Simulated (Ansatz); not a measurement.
Species: H2GaO2, SMILES `[OH][Ga][OH]` (H–O–Ga–O torsion 0°, O–Ga–O–H torsion 180°) (charge 0, multiplicity 2).

Give a relaxed geometry from B3LYP-D3(BJ)/def2-TZVP (Ansatz, a quantum-chemistry and plane-wave program).

This is not unique; one that fits is the end point of this relaxation, one of several conformers (outside a Z-matrix the atoms follow the SMILES, hydrogens last).
Bonded distances (Å): O1–Ga2 1.811, O1–H4 0.967, Ga2–O3 1.821, O3–H5 0.963. Bond angles (°): Ga2–O1–H4 111.0, O1–Ga2–O3 114.7, Ga2–O3–H5 115.3.
